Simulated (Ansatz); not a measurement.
`[AlH2][C@@H]1O[Si@H]1Cl` + `CN(C)C` → `CN(C)[CH2][AlH2]` + `Cl[SiH]1CO1` at 298.15 K and 1 bar (formal exchange of groups at the Al–C bond).

Program: Ansatz. Geometries: PBE0-D4/def2-TZVP. ΔE: electronic, gas phase. CCSD(T)/CBS adds triple-zeta CCSD(T) − MP2 to the extrapolated MP2 energy (def2 sets, frozen cores). Each species was taken in one conformer, which may not be the lowest.

| species | CCSD(T)/CBS energy (Eh) | H − E (kJ/mol) | S (J/(mol·K)) |
| --- | --- | --- | --- |
| `[AlH2][C@@H]1O[Si@H]1Cl` | -1106.51804 | 136.6 | 357.6 |
| `CN(C)C` | -174.25827 | 332.6 | 287.8 |
| `CN(C)[CH2][AlH2]` | -416.85021 | 344.3 | 355.3 |
| `Cl[SiH]1CO1` | -863.91561 | 122.6 | 298.0 |

H − E and S are ideal-gas, rigid-rotor, harmonic terms from PBE0-D4/def2-TZVP, for one conformer and one mirror image of each species. 1 Eh = 2625.50 kJ/mol, R = 8.31446 J/(mol·K).

Q: By hand: ΔE, ΔH, ΔS and ΔG.

A: ΔE = (-416.85021) + (-863.91561) − (-1106.51804) − (-174.25827) = 0.01049 Eh = 27.5 kJ/mol. Δ(H − E) = 344.3 + 122.6 − 136.6 − 332.6 = -2.3, so ΔH = 25.2 kJ/mol. ΔS = 355.3 + 298.0 − 357.6 − 287.8 = 7.9 J/(mol·K). ΔG = 25.2 − 298.15 × (7.9)/1000 = 22.8 kJ/mol.

Q: By hand: the equilibrium constant, and the temperature at which ΔG would vanish if ΔH and ΔS stayed fixed.

A: log₁₀ K = −ΔG/(RT ln 10) = -4.0. ΔG = 0 at ΔH/ΔS = 3190 K, far beyond where these terms or the molecules hold.

The number of gas molecules stays the same, so ΔS is small and ΔH decides. A doubt of 5 kJ/mol in ΔE shifts log₁₀ K by 0.9 here. Other conformers and mirror images would add mixing entropy, several J/(mol·K) or more a flexible species. These are equilibria of isolated gas molecules and say nothing of rates. Largest T1 diagnostic: 0.013 (customary marks: 0.02 for closed shells, 0.045 for open ones).
